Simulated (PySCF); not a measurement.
Stepwise substitution at one centre (B OH-SiH3). Gas-phase values, no solvent. One relaxed conformer stands for each flexible species; it need not be the lowest. Strings in code marks are SMILES.

Calculation: PBE-D3(BJ)/def2-TZVP // B3LYP-D3(BJ)/def2-TZVP (PySCF). All candidates: neutral, multiplicity 1. Excitations are Tamm–Dancoff values on a coarser integration grid. The basis has no diffuse functions, so Rydberg states are missing or too high.

* **S1 excitation (TDA)**: 3.05 eV
* **T1 excitation (TDA)**: 2.35 eV
* **HOMO**: -6.84 eV

**Question.** Say which member has these values.
A. `OB([SiH3])[SiH3]` (H–O–B–Si torsion 0°)
B. `OB(O)O`
C. `[SiH3]B([SiH3])[SiH3]`
D. `OB(O)[SiH3]` (H–O–B–Si torsion 1°, Si–B–O–H torsion -1°)

**Answer.** C, `[SiH3]B([SiH3])[SiH3]`. The others give `OB(O)O`: 6.75 eV, 6.61 eV, -7.42 eV; `OB([SiH3])[SiH3]` (H–O–B–Si torsion 0°): 3.89 eV, 3.17 eV, -6.14 eV; `OB(O)[SiH3]` (H–O–B–Si torsion 1°, Si–B–O–H torsion -1°): 6.01 eV, 5.03 eV, -6.77 eV
